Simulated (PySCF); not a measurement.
# Broadened absorption spectrum of C3H12B2N2

Compound: C3H12B2N2.
InChI=1S/C3H12B2N2/c1-3-5-6-4(2)7-5/h3-5H,1,6-7H2,2H3/t4-,5-

Theory: PySCF, TDDFT CAM-B3LYP/def2-SVPD, vertical, gas phase, core orbitals frozen in the response. Isolated species at its PBE0-D3(BJ)/def2-SVP geometry (one conformer only). Torsions of this conformer, `[CH2:1]=[CH:2][B@H-:3]1[NH2+:4][B@H-:5]([CH3:6])[NH2+:7]1`: C1–C2–B3–N4 13°.

Computed states:

```
state  E (eV)       f
   S1    6.68   0.120
   S2    6.95   0.145
   S3    6.99   0.022
   S4    7.44   0.056
   S5    7.49   0.042
   S6    7.59   0.043
   S7    7.76  0.0036
   S8    7.86   0.027
   S9    7.96   0.023
  S10    8.22  0.0083
```

Each state is given a Gaussian of 0.5 eV full width at half maximum, with ε(max) = 2.175×10⁸ f / Δν̃ (Δν̃ the width in cm⁻¹). The width is an assumption, not a result. The curve ends short of the highest state used, and states not computed would add to its high-energy end.

Question: What does the envelope look like, and where are its maxima?

Answer: 
(E (eV), ε (L mol⁻¹ cm⁻¹)): (5.93, 13), (5.96, 21), (5.99, 33), (6.02, 52), (6.05, 80), (6.08, 121), (6.11, 179), (6.15, 293), (6.18, 415), (6.21, 576), (6.24, 786), (6.27, 1051), (6.30, 1380), (6.33, 1780), (6.36, 2255), (6.39, 2806), (6.42, 3433), (6.45, 4131), (6.48, 4890), (6.51, 5698), (6.55, 6826), (6.58, 7685), (6.61, 8535), (6.64, 9354), (6.67, 10124), (6.70, 10824), (6.73, 11438), (6.76, 11949), (6.79, 12344), (6.82, 12612), (6.85, 12745), (6.88, 12739), (6.91, 12595), (6.94, 12322), (6.98, 11779), (7.01, 11265), (7.04, 10690), (7.07, 10085), (7.10, 9484), (7.13, 8920), (7.16, 8422), (7.19, 8013), (7.22, 7709), (7.25, 7517), (7.28, 7432), (7.31, 7443), (7.34, 7530), (7.37, 7667), (7.41, 7878), (7.44, 8022), (7.47, 8128), (7.50, 8175), (7.53, 8154), (7.56, 8058), (7.59, 7890), (7.62, 7656)

Maxima: 181 nm (6.86 eV), ε about 13000, made up of S1 (35%) and S2 (56%); 165 nm (7.51 eV), ε about 8200, made up of S4 (35%), S5 (28%) and S6 (26%) (ε in L mol⁻¹ cm⁻¹; maxima over ε = 5, shares over 10%).

Question: On this curve, what absorbance would a 10⁻³ mol/L sample give at 193 nm over a 1 cm path?

Answer: 193 nm is 6.424 eV, where ε is about 3500 L mol⁻¹ cm⁻¹, so A = ε c l ≈ 3.5 (Beer–Lambert, with the gas-phase spectrum and the assumed width).

Question: Coming from long wavelengths, where does ε first pass 100 L mol⁻¹ cm⁻¹?

Answer: At about 204 nm (6.07 eV), 0.61 eV below S1.

Question: What would ε be at 6.86 eV, the highest of these maxima, with half the width (0.25 eV)?

Answer: About 15000 L mol⁻¹ cm⁻¹ against 12800, a factor of about 1.2; a lone state at its own centre would give exactly 2.

The vertical ionisation energy (ΔSCF) is 9.27 eV, 1.05 eV above S10.
